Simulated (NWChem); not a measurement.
System: C₄H₁₂Si; SMILES C[Si](C)(C)C

Input file for NWChem:

```
start job
memory heap 200 mb stack 900 mb global 1100 mb
geometry units angstroms
  C     -1.172328    -1.199376     0.862887
  Si     0.000310    -0.000013     0.000320
  C      1.362953    -0.969698    -0.871833
  C     -0.959089     1.013902    -1.268206
  C      0.768837     1.155596     1.277575
  H     -1.638425    -1.889357     0.141293
  H     -1.981513    -0.661097     1.382053
  H     -0.640443    -1.807476     1.612095
  H      2.065006    -0.294402    -1.386711
  H      0.943705    -1.654984    -1.625916
  H      1.943394    -1.573923    -0.156294
  H     -1.421222     0.365182    -2.029520
  H     -1.764216     1.593431    -0.788651
  H     -0.299771     1.725639    -1.790545
  H     -0.004445     1.737032     1.804785
  H      1.337521     0.591569     2.034230
  H      1.460210     1.870536     0.803391
end
basis spherical
  * library 3-21g
end
dft
  xc hfexch
  iterations 150
end
driver
  maxiter 120
end
task dft optimize
task dft freq
```

The level has its own optimisation; frequencies are unscaled.

**Question.** What results follow from this input? (Hartree-Fock/3-21G.) Quantities: r C–Si (Å); r C–H (Å); highest harmonic frequency (cm⁻¹); lowest (cm⁻¹); zero-point energy (kcal/mol).

**Answer.** 
```json
{
  "r C–Si (Å)": "1.919",
  "r C–H (Å)": "1.087",
  "highest harmonic frequency (cm⁻¹)": "3246",
  "lowest (cm⁻¹)": "129",
  "zero-point energy (kcal/mol)": "99.2"
}
```
